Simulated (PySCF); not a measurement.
Simulation results for CH6AlBN, CH7BOSi, CH5BClSi, CH5BOSi and others

Computed with PySCF 2.14.0. Calculation on a computer-drawn molecule: the log of a Hartree-Fock and frozen-core CCSD(T) single point meant for a local Hartree-Fock minimum, with one planted fault or none, to be diagnosed. Offsets are logged minus clean, where the clean run is the same molecule without the fault. The reference is restricted for singlets and unrestricted otherwise, and also for a bond in bohr or an excited solution. Adding or removing an electron swaps singlet and doublet. The excited solution moves the top pair (singlet) or top alpha electron (doublet) to the lowest empty orbital. Highest occupied and lowest empty are orbital energies over both spins, largest force is the largest gradient component, triples share is (T) over the correlation energy, the T1 limit is 0.02 restricted and 0.045 unrestricted, electrons count all cores, a negative frequency is imaginary (commonest isotopes), and the dipole is about the centre of nuclear charge.

Common to all runs: logged SCF converged yes; logged CC converged yes; logged SCF stable within its kind yes; possible faults no fault, one electron removed, one electron added, multiplicity raised by two, geometry at a saddle point, SCF held on an excited solution, minimal basis STO-3G, one bond length entered in bohr, all coordinates scaled.

```json
{"entry": 1, "formula": "CH6AlBN", "logged_structure": {"atoms_angstrom": [["B", -1.5424, -1.273, -1.7413], ["C", -1.1815, 0.2445, -1.4747], ["N", 0.273, 0.5458, -1.3583], ["Al", 1.1528, 1.9177, -1.8676], ["H", -2.6884, -1.5479, -1.9282], ["H", -0.6968, -2.1205, -1.7236], ["H", -1.6254, 0.8595, -2.2637], ["H", -1.6954, 0.5389, -0.5511], ["H", 0.7628, -0.2017, -0.8923], ["H", 1.9402, 3.1468, -2.3555]]}, "given": {"meant_charge": 1, "meant_multiplicity": 1, "meant_basis": "cc-pV(D+d)Z", "logged_electrons": 37, "logged_basis_functions": 95, "logged_spin_squared": 0.7769, "logged_highest_occupied [eV]": -5.1468, "logged_lowest_empty [eV]": 1.4737, "logged_largest_force [hartree/bohr]": 0.043326, "logged_T1_diagnostic": 0.023618, "logged_D1_diagnostic": 0.11505, "logged_triples_share": 0.028542, "logged_dipole_magnitude [debye]": 2.1436, "logged_energy_HF [hartree]": -362.32167, "logged_energy_CCSD(T) [hartree]": -362.83334, "drawn_bonds_atom": [1, 2, 3, 1, 1, 2, 2, 3, 4], "drawn_bonds_other_atom": [2, 3, 4, 5, 6, 7, 8, 9, 10], "drawn_bonds_order": [1, 1, 1, 1, 1, 1, 1, 1, 1]}, "results": {"planted_fault": "one electron added", "HF_energy_offset_from_clean_run [kcal/mol]": -106.9, "CCSD(T)_energy_offset_from_clean_run [kcal/mol]": -115.5}}
{"entry": 2, "formula": "CH7BOSi", "logged_structure": {"atoms_angstrom": [["B", 0.8022, 1.6182, -1.0798], ["C", 0.6108, 0.1902, -0.4784], ["Si", 1.3417, -0.008, 1.2379], ["O", 1.0399, -1.5683, 1.6904], ["H", -0.0082, 2.4845, -0.8842], ["H", 1.7821, 1.8928, -1.7201], ["H", -0.4464, -0.0713, -0.3589], ["H", 1.1034, -0.5827, -1.0786], ["H", 0.7208, 0.9352, 2.1984], ["H", 2.801, 0.2531, 1.2339], ["H", 1.3357, -1.8617, 2.5389]]}, "given": {"meant_charge": 0, "meant_multiplicity": 1, "meant_basis": "cc-pV(D+d)Z", "logged_electrons": 40, "logged_basis_functions": 31, "logged_spin_squared": 0.0, "logged_highest_occupied [eV]": -9.269, "logged_lowest_empty [eV]": 6.9279, "logged_largest_force [hartree/bohr]": 0.051871, "logged_T1_diagnostic": 0.0078826, "logged_D1_diagnostic": 0.022872, "logged_triples_share": 0.012315, "logged_dipole_magnitude [debye]": 1.1728, "logged_energy_HF [hartree]": -425.30268, "logged_energy_CCSD(T) [hartree]": -425.51286, "drawn_bonds_atom": [1, 2, 3, 1, 1, 2, 2, 3, 3, 4], "drawn_bonds_other_atom": [2, 3, 4, 5, 6, 7, 8, 9, 10, 11], "drawn_bonds_order": [1, 1, 1, 1, 1, 1, 1, 1, 1, 1]}, "results": {"planted_fault": "minimal basis STO-3G", "HF_energy_offset_from_clean_run [kcal/mol]": 3242, "CCSD(T)_energy_offset_from_clean_run [kcal/mol]": 3475}}
{"entry": 3, "formula": "CH5BClSi", "logged_structure": {"atoms_angstrom": [["B", -1.4703, 1.4989, 0.2765], ["C", -0.3445, 0.4369, 0.5257], ["Si", -1.0672, -1.3045, 0.6088], ["Cl", -1.9891, -1.8135, -1.189], ["H", -2.1191, 1.9151, 1.1978], ["H", -1.7228, 1.8811, -0.8315], ["H", 0.134, 0.5662, 1.5038], ["H", 0.4221, 0.425, -0.2535], ["H", -2.0899, -1.4296, 1.6711]]}, "given": {"meant_charge": 0, "meant_multiplicity": 2, "meant_basis": "cc-pV(D+d)Z", "logged_electrons": 47, "logged_basis_functions": 33, "logged_spin_squared": 0.752, "logged_highest_occupied [eV]": -7.2199, "logged_lowest_empty [eV]": 4.4308, "logged_largest_force [hartree/bohr]": 0.025487, "logged_T1_diagnostic": 0.0089767, "logged_D1_diagnostic": 0.036958, "logged_triples_share": 0.012289, "logged_dipole_magnitude [debye]": 3.4977, "logged_energy_HF [hartree]": -804.88519, "logged_energy_CCSD(T) [hartree]": -805.04558, "drawn_bonds_atom": [1, 2, 3, 1, 1, 2, 2, 3], "drawn_bonds_other_atom": [2, 3, 4, 5, 6, 7, 8, 9], "drawn_bonds_order": [1, 1, 1, 1, 1, 1, 1, 1]}, "results": {"planted_fault": "minimal basis STO-3G", "HF_energy_offset_from_clean_run [kcal/mol]": 5666, "CCSD(T)_energy_offset_from_clean_run [kcal/mol]": 5887}}
{"entry": 4, "formula": "CH5BOSi", "logged_structure": {"atoms_angstrom": [["B", 0.2318, 1.5286, 0.0186], ["C", -0.9271, 0.527, -0.2227], ["Si", -0.6524, -0.6401, -1.7481], ["O", 0.8062, -1.3242, -1.3848], ["H", 0.1648, 2.6697, -0.3529], ["H", 1.2601, 1.1672, 0.5336], ["H", -0.9921, -0.222, 0.5828], ["H", -1.9052, 0.9935, -0.3644], ["H", 1.3017, -1.0902, -0.6121]]}, "given": {"meant_charge": 0, "meant_multiplicity": 1, "meant_basis": "cc-pV(D+d)Z", "logged_electrons": 38, "logged_basis_functions": 90, "logged_spin_squared": 2.0061, "logged_highest_occupied [eV]": -7.1248, "logged_lowest_empty [eV]": 0.29122, "logged_largest_force [hartree/bohr]": 0.021411, "logged_T1_diagnostic": 0.018365, "logged_D1_diagnostic": 0.06968, "logged_triples_share": 0.026646, "logged_dipole_magnitude [debye]": 1.4538, "logged_energy_HF [hartree]": -429.2007, "logged_energy_CCSD(T) [hartree]": -429.73045, "drawn_bonds_atom": [1, 2, 3, 1, 1, 2, 2, 4], "drawn_bonds_other_atom": [2, 3, 4, 5, 6, 7, 8, 9], "drawn_bonds_order": [1, 1, 1, 1, 1, 1, 1, 1]}, "results": {"planted_fault": "multiplicity raised by two", "HF_energy_offset_from_clean_run [kcal/mol]": 37.14, "CCSD(T)_energy_offset_from_clean_run [kcal/mol]": 55.66}}
{"entry": 5, "formula": "B3H6N", "logged_structure": {"atoms_angstrom": [["B", -1.2194, 1.5247, -1.7332], ["N", -0.6207, 0.212, -1.6801], ["B", -0.667, -0.6499, -2.8374], ["B", 0.0241, -0.2389, -0.4696], ["H", -1.1764, 2.2349, -0.7704], ["H", -1.7536, 1.8923, -2.7395], ["H", -1.2057, -0.2712, -3.8373], ["H", -0.1666, -1.7365, -2.7878], ["H", 0.5196, -1.3282, -0.4323], ["H", 0.0577, 0.4798, 0.4873]]}, "given": {"meant_charge": 0, "meant_multiplicity": 1, "meant_basis": "cc-pVDZ", "logged_electrons": 29, "logged_basis_functions": 86, "logged_spin_squared": 0.7778, "logged_highest_occupied [eV]": 0.80468, "logged_lowest_empty [eV]": 6.6595, "logged_largest_force [hartree/bohr]": 0.037568, "logged_T1_diagnostic": 0.02199, "logged_D1_diagnostic": 0.11872, "logged_triples_share": 0.031587, "logged_dipole_magnitude [debye]": 3.499, "logged_energy_HF [hartree]": -132.00443, "logged_energy_CCSD(T) [hartree]": -132.51481, "drawn_bonds_atom": [1, 2, 2, 1, 1, 3, 3, 4, 4], "drawn_bonds_other_atom": [2, 3, 4, 5, 6, 7, 8, 9, 10], "drawn_bonds_order": [1, 1, 1, 1, 1, 1, 1, 1, 1]}, "results": {}, "notes": ["highest electron not bound in this basis"]}
```

## Withheld values
1. Which fault was planted in the run of B3H6N (entry 5)?

Answers
1. one electron added

Further results for B3H6N (entry 5):

```
HF energy offset from clean run      : 38.09 kcal/mol
CCSD(T) energy offset from clean run : 17.46 kcal/mol
```
